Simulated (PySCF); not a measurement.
## Electron correlation in Xe (xenon, neutral)

[Kr] 4d10 5s1 5p6 6p1, high-spin 3P determinant (an excited configuration). Computed with PySCF 2.14 in aug-cc-pwCVDZ-PP with ECP28MDF (6s5p4d1f, 48 functions), with scalar relativity through the core potential. Frozen: 4s2 4p6 4d10; 8 electrons correlated.

| level | correlation energy (mhartree) |
| --- | --- |
| CCSD | -247.89 |
| (T) | -18.24 |
| CCSD(T) | -266.13 |

Diagnostics: T1 = 0.014, D1 = 0.0295, largest double amplitude 0.271.

The outer electron is Rydberg-like, and this basis confines it to a smaller radius and binds it less than a complete one would. A double-excitation amplitude exceeds 0.15, a sign of near-degeneracy.

Cost of the coupled-cluster step: about 3 core-seconds, for 8 correlated electrons.
